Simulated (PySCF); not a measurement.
Input for PySCF: R-B3LYP/6-31G* on H2 (SMILES [H][H]).

```python
from pyscf import gto, scf, dft, mp
from pyscf.data.elements import chemcore

mol = gto.M(
    atom='''
    H    -0.10323497   -0.11933107    3.35926626
    H    -0.14336337   -0.15899551    4.10091112
    ''',
    basis='6-31g*',
    cart=True,
    charge=0, spin=0, verbose=3, max_memory=1800)
mf = dft.RKS(mol, xc='b3lyp')
mf.conv_tol = 1e-8
mf.max_cycle = 100
mf.kernel()
if not mf.converged:
    mf = mf.newton().run(mf.mo_coeff, mf.mo_occ)
```

It printed:

```
converged SCF energy = -1.17548173235957
```

The run converged.

Cost: very roughly 0.08 core-seconds.
